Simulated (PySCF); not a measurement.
Several structures and their simulated spectra, in scrambled order.

A. `C#CC(=O)C(C)(C)CF`
B. `CN([SiH3])/N=C\C1CC1`
C. SMILES CO[C@@]1(F)[C@H](C#C)CC1

Spectrum 1. 1H NMR (400 MHz, computed): δ 4.78 (m, 2H), 2.81 (s, 1H), 1.40 (s, 6H). 13C{1H} NMR (computed): δ 198.5 (C), 90.7 (CH2), 89.8 (CH), 82.8 (C), 53.1 (C), 23.5 (CH3).

Spectrum 2. 1H NMR (400 MHz, computed): δ 3.60 (s, 3H), 3.21 (m, 1H), 2.57 (m, 1H), 2.38 (m, 1H), 2.05 (m, 1H), 1.87 (m, 1H), 1.85 (d, 1H). 13C{1H} NMR (computed): δ 117.3 (C), 86.3 (C), 81.4 (CH), 51.8 (CH3), 36.9 (CH), 36.6 (CH2), 20.3 (CH2).

Spectrum 3. 1H NMR (400 MHz, computed): δ 5.75 (d, 1H), 5.02 (s, 3H), 3.32 (s, 3H), 1.66 (m, 1H), 0.82 (m, 2H), 0.48 (m, 2H). 13C{1H} NMR (computed): δ 142.5 (CH), 49.8 (CH3), 15.4 (CH), 10.1 (CH2).

Method: coordinates at the GFN2-xTB level, shieldings: GIAO PBE0/pcSseg-1, in PySCF 2.14.0 with density-fitted response routines (no solvent model, no relativistic terms, one averaged value for each set of equivalent atoms, a single conformation).

Scale: TMS for 1H, 13C (reference shieldings calculated alike). Splittings of carbon signals by F and P are missing where no couplings were computed. Where no couplings were computed, multiplicities follow the n + 1 count of equivalent neighbours, and m marks all less simple cases (inequivalent or close neighbours, rings, F or P nearby). Shifts are as computed. Against solution values, carbons near 30 ppm lie about +3 ppm off and those near 130 ppm about +5 ppm. Of 1211 compounds with measured shifts, 218 miss one by over three times the rms of a fit or turn the order of signals round; such compounds aren't used in these exercises.

Match each spectrum to its structure.

Results:

1–A, 2–C, 3–B.

- Spectrum 1 (A): 6 13C signals; δC 90.7 is an sp3 CH2 bonded to F; δC 89.8 is a terminal alkyne carbon.
- Spectrum 2 (C): 7 13C signals; δC 117.3 is a fully substituted sp3 carbon bonded to F and O; δC 86.3 is an alkyne carbon.
- Spectrum 3 (B): 4 13C signals; δC 49.8 is a methyl carbon bonded to N; δC 15.4 is a three-membered-ring carbon.
